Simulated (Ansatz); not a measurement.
Be4F6⁺, relaxed as a doublet with UKS r2SCAN-D4/def2-SVP in Ansatz, starting from the GFN1-xTB geometry. Force threshold 0.02 eV/Å.

The relaxation made no stability test and no search for a lower SCF solution. The structure comes from a short search, and lower isomers may exist.

Start:

| atom | x (Å) | y (Å) | z (Å) |
| --- | --- | --- | --- |
| Be1 | -0.322 | -1.199 | 0.768 |
| Be2 | 1.749 | -0.098 | -0.712 |
| Be3 | -0.231 | 1.284 | 0.656 |
| Be4 | -2.441 | 0.072 | -0.448 |
| F5 | 0.979 | 1.161 | -0.203 |
| F6 | -1.659 | -1.128 | 0.044 |
| F7 | -1.573 | 1.251 | -0.060 |
| F8 | 0.889 | -1.245 | -0.095 |
| F9 | 2.835 | -0.179 | -1.555 |
| F10 | -0.227 | 0.081 | 1.604 |

| step | energy (eV) | largest force component (eV/Å) | SCF passes |
| --- | --- | --- | --- |
| 1 | -17890.9444 | 1.992 | 19 |
| 2 | -17891.2052 | 1.313 | 18 |
| 3 | -17891.3648 | 0.241 | 22 |
| 4 | -17891.3790 | 0.120 | 18 |
| 5 | -17891.3822 | 0.035 | 18 |
| 6 | -17891.3826 | 0.014 | 20 |

Force components are those of the run's own axes.

End:

| atom | x (Å) | y (Å) | z (Å) |
| --- | --- | --- | --- |
| Be1 | -0.339 | -1.197 | 0.625 |
| Be2 | 1.892 | -0.104 | -0.731 |
| Be3 | -0.246 | 1.270 | 0.514 |
| Be4 | -2.795 | 0.097 | -0.180 |
| F5 | 1.003 | 1.188 | -0.343 |
| F6 | -1.760 | -1.171 | 0.108 |
| F7 | -1.666 | 1.305 | -0.003 |
| F8 | 0.909 | -1.286 | -0.231 |
| F9 | 3.154 | -0.177 | -1.301 |
| F10 | -0.152 | 0.075 | 1.541 |

By distances, no bond broke or formed. The bond that changes most is Be4–F6, from 1.51 to 1.66 Å (atoms count from 1).

No frequencies were taken in this run, so the end may be a saddle point.

It took 8.5 s on 4 threads of Intel Xeon 6975P-C on a shared host.
